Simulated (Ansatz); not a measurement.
Computed with Ansatz on PBE0-D4/def2-TZVP structures; ΔE is electronic, products minus reactants. CCSD(T)/CBS is the MP2 limit (def2-TZVPP, def2-QZVPP) plus CCSD(T) − MP2 in def2-TZVPP, frozen cores. This one scheme is used for every species. Functionals use def2-TZVPP. B3LYP here is the variant with VWN-RPA as its local correlation; programs differ in this. HSE06 is defined as in plane-wave codes. Each species was taken in one conformer, which may not be the lowest.

`CCB(N)F` + H₂ → `CB(N)F` + CH₄  (hydrogenolysis of a C–C bond)

`CCB(N)F`:

Cartesian coordinates in Å:
```
C -0.373 1.647 0.113
C -0.582 0.167 0.436
B 0.188 -0.797 -0.537
N 0.997 -1.857 -0.123
F 0.066 -0.606 -1.866
H -0.650 1.865 -0.921
H 0.674 1.938 0.237
H -0.972 2.290 0.762
H -1.651 -0.069 0.351
H -0.314 -0.035 1.478
H 1.463 -2.468 -0.772
H 1.155 -2.075 0.843
```

H₂:

Cartesian coordinates in Å:
```
H 0.309 -0.199 0.064
H -0.309 0.199 -0.064
```

`CB(N)F`:

Cartesian coordinates in Å:
```
C 0.881 -0.749 0.291
B -0.242 0.342 0.350
N -1.020 0.736 -0.741
F -0.487 0.953 1.525
H 1.840 -0.320 0.596
H 1.009 -1.195 -0.697
H 0.665 -1.552 1.002
H -1.733 1.441 -0.668
H -0.914 0.342 -1.658
```

CH₄:

Cartesian coordinates in Å:
```
C 0.000 0.000 0.000
H -0.001 -0.992 -0.452
H 0.079 0.755 -0.781
H 0.848 0.089 0.679
H -0.926 0.147 0.554
```

| level | ΔE (kcal/mol) | difference from CCSD(T)/CBS |
| --- | --- | --- |
| PBE-D4 | -18.8 | 0.2 |
| revPBE-D4 | -17.6 | 1.4 |
| r2SCAN-D4 | -19.7 | -0.7 |
| B97M-V | -21.3 | -2.3 |
| r2SCAN0-D4 | -20.0 | -1.0 |
| BHLYP-D4 | -20.6 | -1.6 |
| revPBE | -20.7 | -1.7 |
| B3LYP | -21.7 | -2.7 |
| HSE06 | -20.4 | -1.4 |
| BHLYP | -22.0 | -3.0 |
| CAM-B3LYP | -21.2 | -2.2 |
| RPA@PBE/def2-TZVPP | -18.2 | 0.8 |
| MP2/def2-TZVPP | -18.6 | 0.4 |
| SCS-MP2/def2-TZVPP | -19.1 | -0.1 |
| HF/def2-QZVPP | -23.2 | -4.2 |
| SCS-MP2/def2-QZVPP | -19.1 | -0.1 |
| CCSD(T)/CBS | -19.0 | 0 |

Largest T1 diagnostic among the species: 0.011.

Leaving LDA and LC-ωPBE aside and taking each functional with its dispersion term where it has one, the values spread over 3.6 kcal/mol, from B97M-V to revPBE-D4. LDA lies +1.6 kcal/mol from PBE without D4. The D4 term adds +1.8 kcal/mol with B3LYP and +1.0 kcal/mol with PBE0; it sums over pairs of atoms, weighted by their polarisabilities, and B3LYP, whose exchange is more repulsive, gets the larger term. In def2-TZVPP, CCSD(T) changes the Hartree–Fock value by +4.1 kcal/mol (the triples alone add +0.8 kcal/mol) and MP2 by +4.6 kcal/mol.

CCSD(T)/CBS has its own doubt, a few kJ/mol and more with outer-core shells, so smaller differences from it don't rank the levels.
